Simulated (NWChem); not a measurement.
System: SiHOF, singlet; SMILES O[Si]F

Here is an NWChem input.

```
start job
memory heap 200 mb stack 700 mb global 900 mb
geometry units angstroms noautosym nocenter noautoz
  Si     0.621402     0.012452     0.000000
  F     -0.421107    -1.259105     0.000000
  O     -0.449328     1.276047     0.000000
  H     -1.397858     1.088559     0.000000
end
basis spherical
  * library def2-svp
end
dft
  xc hfexch
  iterations 150
end
property
  efieldgrad
end
task dft property
```

NWChem printed, in part:

```
             Northwest Computational Chemistry Package (NWChem) 7.3.0
             --------------------------------------------------------

                             Geometry "geometry" -> ""
                             -------------------------

 Output coordinates in angstroms (scale by  1.889725989 to convert to a.u.)

  No.       Tag          Charge          X              Y              Z
 ---- ---------------- ---------- -------------- -------------- --------------
    1 Si                  14.0000     0.62140200     0.01245200     0.00000000
    2 F                    9.0000    -0.42110700    -1.25910500     0.00000000
    3 O                    8.0000    -0.44932800     1.27604700     0.00000000
    4 H                    1.0000    -1.39785800     1.08855900     0.00000000

 Effective nuclear repulsion energy (a.u.)     100.8521490423

  xc_inp: hfexch multiplicative factor not found.
                              NWChem Property Module
                              ----------------------

  itol2e modified to match energy
  convergence criterion.

                                 NWChem DFT Module
                                 -----------------

 Summary of "ao basis" -> "ao basis" (spherical)
 ------------------------------------------------------------------------------
       Tag                 Description            Shells   Functions and Types
 ---------------- ------------------------------  ------  ---------------------
 Si                         def2-svp                 8       18   4s3p1d
 F                          def2-svp                 6       14   3s2p1d
 O                          def2-svp                 6       14   3s2p1d
 H                          def2-svp                 3        5   2s1p

  itol2e modified to match energy
  convergence criterion.

            General Information
            -------------------
          SCF calculation type: DFT
          Wavefunction type:  closed shell.
          No. of atoms     :     4
          No. of electrons :    32
           Alpha electrons :    16
            Beta electrons :    16
          Charge           :     0
          Spin multiplicity:     1
          Use of symmetry is: off; symmetry adaption is: off
          Maximum number of iterations: 150
          AO basis - number of functions:    51
                     number of shells:    23
          Convergence on energy requested:  1.00D-07
          Convergence on density requested:  1.00D-05
          Convergence on gradient requested:  5.00D-04

              XC Information
              --------------
                     Hartree-Fock (Exact) Exchange  1.000

      Superposition of Atomic Density Guess
      -------------------------------------

 Sum of atomic energies:        -463.22148858

      Non-variational initial energy
      ------------------------------

 Total energy =    -463.604380
 1-e energy   =    -843.554716
 2-e energy   =     279.098186
 HOMO         =      -0.297819
 LUMO         =      -0.013811

   convergence    iter        energy       DeltaE   RMS-Dens  Diis-err
 ---------------- ----- ----------------- --------- --------- ---------
 d= 0,ls=0.0,diis     1   -463.5848609491 -5.64D+02  1.24D-02  6.50D-01
 d= 0,ls=0.0,diis     2   -463.6316868342 -4.68D-02  4.37D-03  2.55D-01
 d= 0,ls=0.0,diis     3   -463.6537120927 -2.20D-02  1.33D-03  2.01D-03
 d= 0,ls=0.0,diis     4   -463.6542115592 -4.99D-04  3.62D-04  1.47D-04
 d= 0,ls=0.0,diis     5   -463.6542478566 -3.63D-05  1.08D-04  2.42D-05
  Resetting Diis
 d= 0,ls=0.0,diis     6   -463.6542523260 -4.47D-06  4.64D-05  2.56D-06
 d= 0,ls=0.0,diis     7   -463.6542529913 -6.65D-07  5.43D-06  8.85D-08
 d= 0,ls=0.0,diis     8   -463.6542530156 -2.43D-08  3.39D-06  1.80D-08

         Total DFT energy =     -463.654253015638
      One electron energy =     -845.194291012325
           Coulomb energy =      319.771511576685
    Exchange-Corr. energy =      -39.083622622301
 Nuclear repulsion energy =      100.852149042303

 Numeric. integr. density =        0.000000000000

                       DFT Final Molecular Orbital Analysis
                       ------------------------------------

 Vector   14  Occ=2.000000D+00  E=-5.604586D-01
              MO Center= -4.2D-01,  9.0D-01,  2.6D-14, r^2= 1.6D+00
   Bfn.  Coefficient  Atom+Function         Bfn.  Coefficient  Atom+Function
  ----- ------------  ---------------      ----- ------------  ---------------
    37      0.535522  3 O  py                40      0.396738  3 O  py
    23     -0.279258  2 F  py                26      0.207300  2 F  py
    35      0.152971  3 O  s                 34      0.128410  3 O  s
     3     -0.122339  1 Si s                 47     -0.105692  4 H  s
    36      0.096171  3 O  px                 2     -0.079919  1 Si s

 Vector   15  Occ=2.000000D+00  E=-5.386858D-01
              MO Center= -4.0D-01,  1.1D+00,  1.2D-15, r^2= 9.2D-01
   Bfn.  Coefficient  Atom+Function         Bfn.  Coefficient  Atom+Function
  ----- ------------  ---------------      ----- ------------  ---------------
    38      0.585185  3 O  pz                41      0.471154  3 O  pz
    24      0.121721  2 F  pz                27     -0.100239  2 F  pz
    10      0.085431  1 Si pz                13      0.085165  1 Si pz
    15      0.060041  1 Si d -1               7     -0.051388  1 Si pz
    17      0.038228  1 Si d  1

 Vector   16  Occ=2.000000D+00  E=-3.841412D-01
              MO Center=  1.1D+00,  3.4D-03,  4.8D-15, r^2= 1.9D+00
   Bfn.  Coefficient  Atom+Function         Bfn.  Coefficient  Atom+Function
  ----- ------------  ---------------      ----- ------------  ---------------
     3      0.534887  1 Si s                  4      0.435923  1 Si s
     2      0.318202  1 Si s                  8      0.276683  1 Si px
    11      0.269562  1 Si px                22      0.177397  2 F  px
    25     -0.157202  2 F  px                35     -0.157756  3 O  s
     5     -0.147230  1 Si px                36     -0.123686  3 O  px

 Vector   17  Occ=0.000000D+00  E= 6.388174D-02
              MO Center=  6.7D-01,  1.9D-02, -4.4D-15, r^2= 2.9D+00
   Bfn.  Coefficient  Atom+Function         Bfn.  Coefficient  Atom+Function
  ----- ------------  ---------------      ----- ------------  ---------------
    13      0.847229  1 Si pz                10      0.298902  1 Si pz
    41     -0.251708  3 O  pz                27     -0.185134  2 F  pz
    38     -0.185759  3 O  pz                 7     -0.180414  1 Si pz
    24      0.153029  2 F  pz                17     -0.044803  1 Si d  1

 Vector   18  Occ=0.000000D+00  E= 1.586941D-01
              MO Center=  3.5D-01,  3.0D-01, -1.2D-14, r^2= 4.4D+00
   Bfn.  Coefficient  Atom+Function         Bfn.  Coefficient  Atom+Function
  ----- ------------  ---------------      ----- ------------  ---------------
    12      0.998339  1 Si py                35     -0.846853  3 O  s
    48      0.615352  4 H  s                 21      0.309244  2 F  s
     9      0.183391  1 Si py                25      0.171411  2 F  px
    22     -0.132343  2 F  px                47      0.128562  4 H  s
     6     -0.120461  1 Si py                34     -0.097086  3 O  s

 Vector   19  Occ=0.000000D+00  E= 1.894115D-01
              MO Center= -5.5D-01,  2.2D-01, -3.6D-14, r^2= 4.2D+00
   Bfn.  Coefficient  Atom+Function         Bfn.  Coefficient  Atom+Function
  ----- ------------  ---------------      ----- ------------  ---------------
    48      0.808270  4 H  s                 11     -0.672274  1 Si px
    35     -0.627644  3 O  s                  4      0.597777  1 Si s
    21     -0.516755  2 F  s                 12     -0.498904  1 Si py
    39      0.317694  3 O  px                40      0.193234  3 O  py
     3     -0.182565  1 Si s                 36      0.152800  3 O  px

     Multipole analysis of the density
     ---------------------------------

     L   x y z        total         alpha         beta         nuclear
     -   - - -        -----         -----         ----         -------
     0   0 0 0     -0.000000    -16.000000    -16.000000     32.000000

     1   1 0 0     -0.283190     -0.063344     -0.063344     -0.156501
     1   0 1 0      0.143557     -0.059858     -0.059858      0.263273
     1   0 0 1     -0.000000     -0.000000     -0.000000      0.000000

     2   2 0 0    -16.405181    -27.077662    -27.077662     37.750144
     2   1 1 0     -1.478946      1.453645      1.453645     -4.386235
     2   1 0 1      0.000000      0.000000      0.000000      0.000000
     2   0 2 0    -21.057382    -61.383517    -61.383517    101.709652
     2   0 1 1     -0.000000     -0.000000     -0.000000      0.000000
     2   0 0 2    -15.540255     -7.770127     -7.770127      0.000000

          -----------------------
          Electric field gradient
          -----------------------

 1 a.u. = 0.324123 10**(16) esu/cm**3  ( or statvolts/cm**2 ) = 0.97174 10**(22) v/m**2

 ------------------------------------------------------------
   Atom      X         Y         Z
 ------------------------------------------------------------
    1 Si   1.17428   0.02353   0.00000
 ------------------------------------------------------------

 Electric field gradient in molecular frame (a.u.)
         XX             YY             ZZ             XY             XZ             YZ
 ------------------------------------------------------------------------------------------
        1.271986      -0.054365      -1.217621      -0.239193       0.000000      -0.000000

 Principal components (a.u.) and orientation
 of principal axis w.r.t. absolute frame                      Asymmetry parameter eta
 --------------------------------------------------------------------------------------
        1.313804      -1.217621      -0.096182                       0.853582

        0.985059       0.000000       0.172215
       -0.172215       0.000000       0.985059
        0.000000       1.000000       0.000000

 ------------------------------------------------------------
   Atom      X         Y         Z
 ------------------------------------------------------------
    2 F   -0.79578  -2.37936   0.00000
 ------------------------------------------------------------

 Electric field gradient in molecular frame (a.u.)
         XX             YY             ZZ             XY             XZ             YZ
 ------------------------------------------------------------------------------------------
        0.124835      -0.294140       0.169305      -0.801790       0.000000      -0.000000

 Principal components (a.u.) and orientation
 of principal axis w.r.t. absolute frame                      Asymmetry parameter eta
 --------------------------------------------------------------------------------------
       -0.913358       0.744052       0.169305                       0.629268

        0.611233       0.791451      -0.000000
        0.791451      -0.611233       0.000000
        0.000000       0.000000       1.000000

 ------------------------------------------------------------
   Atom      X         Y         Z
 ------------------------------------------------------------
    3 O   -0.84911   2.41138   0.00000
 ------------------------------------------------------------

 Electric field gradient in molecular frame (a.u.)
         XX             YY             ZZ             XY             XZ             YZ
 ------------------------------------------------------------------------------------------
       -1.379723       0.665127       0.714596       0.102795      -0.000000       0.000000

 Principal components (a.u.) and orientation
 of principal axis w.r.t. absolute frame                      Asymmetry parameter eta
 --------------------------------------------------------------------------------------
       -1.384878       0.714596       0.670282                       0.031999

        0.998745       0.000000       0.050081
       -0.050081       0.000000       0.998745
        0.000000       1.000000      -0.000000

 ------------------------------------------------------------
   Atom      X         Y         Z
 ------------------------------------------------------------
    4 H   -2.64157   2.05708   0.00000
 ------------------------------------------------------------

 Electric field gradient in molecular frame (a.u.)
         XX             YY             ZZ             XY             XZ             YZ
 ------------------------------------------------------------------------------------------
       -0.448078       0.203691       0.244387      -0.126095       0.000000       0.000000

 Principal components (a.u.) and orientation
 of principal axis w.r.t. absolute frame                      Asymmetry parameter eta
 --------------------------------------------------------------------------------------
       -0.471623       0.244387       0.227236                       0.036368

        0.983011       0.000000      -0.183549
        0.183549       0.000000       0.983011
        0.000000       1.000000       0.000000
```

Level: Hartree-Fock/def2-SVP. Low-valent species are run as closed-shell singlets; no triplet was tried in these runs. Coordinates come from a PBE0/def2-SVP optimisation. NWChem prints the field gradient with the sign opposite to the second derivative of the potential.
